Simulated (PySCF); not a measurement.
Structure with atom numbers: `[CH2:1]=[C:2]([CH3:3])[SiH2:4][NH2:5]`; H(Xn) means a hydrogen on atom n. Ha(C1) is cis to C3; Hb(C1) is trans to C3.

All values are calculated (PySCF 2.14.0 with density-fitted response routines): σ from GIAO-PBE0/pcSseg-1, geometry: GFN2-xTB. Isolated molecule, equivalent nuclei averaged, a single conformation, non-relativistic.

Referencing at the same level of theory: TMS for ¹³C (σ = 186.93 ppm) and ¹H (σ = 31.72 ppm) and ²⁹Si (σ = 349.16 ppm); NH3 for ¹⁵N (σ = 267.73 ppm).

```
 atoms  nucleus  count  δ (ppm)
 H(N5)       ¹H      2        ?
    C2      ¹³C      1    154.1
    C1      ¹³C      1    133.8
H(Si4)       ¹H      2     4.98
    C3      ¹³C      1     29.2
Ha(C1)       ¹H      1     6.15
    N5      ¹⁵N      1      6.7
 H(C3)       ¹H      3        ?
Hb(C1)       ¹H      1     5.58
   Si4     ²⁹Si      1        ?
```

Estimate the values marked ?.

## Answers


- H(C3): 2.16 ppm, hydrogen on an allylic methyl carbon; allylic position
- H(N5): -0.18 ppm, hydrogen on a nitrogen bonded to Si; exchangeable; this is the value without hydrogen bonding to other molecules
- Si4: -35.3 ppm, silicon bonded to C, N, 2 H

OH/NH shifts are gas-phase values; hydrogen bonding in solution moves them, usually downfield. Shifts are as computed. Against solution values, carbons near 30 ppm lie about +3 ppm off and those near 130 ppm about +5 ppm. Of 1211 compounds with measured shifts, 218 miss one by over three times the rms of a fit or turn the order of signals round; such compounds aren't used in these exercises. Experimental scales use liquid or dissolved standards, which lie at an offset from isolated NH3 (liquid NH3: subtract about 20 ppm).
